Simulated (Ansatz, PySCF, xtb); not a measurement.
Torsion H3–O1–Se2–H4 in H2OSe (SMILES O[SeH]); at each angle all else is relaxed with GFN2-xTB, and the levels are single points there.
Geometry at 90° (charge 0, multiplicity 1):
```tsv
atom	x (Å)	y (Å)	z (Å)
O	-0.9406	0.3183	0.2875
Se	0.7613	0.6650	-0.1897
H	-1.3107	-0.3659	-0.2791
H	0.4458	1.7167	-1.1570
```

On the grid 0° to 330°, 0° is the highest and 90° the lowest point at CCSD(T)/CBS(cc-pVTZ, cc-pVQZ).

Rows in 6-31G* carry no dispersion term and start afresh at each structure (6-31G* with six Cartesian d functions); the Pople sets are all-electron and without relativity.

Codes used: Ansatz (Gaussian orbitals); PySCF for 6-31G* rows, the dispersion terms; xtb for the GFN methods. Values without a source in brackets are computed.

**Question.** What is the computed energy at 0° less that at 90° (PBE-D4/def2-TZVPP)?

**Answer.** 216 meV

**Question.** Give the energy at 0° less that at 90° at the level BP86/6-31G*.

**Answer.** 283 meV

**Question.** Give the energy at 0° less that at 90° at the level GFN2-xTB.

**Answer.** 185 meV

Ansatz is a quantum-chemistry and plane-wave program.
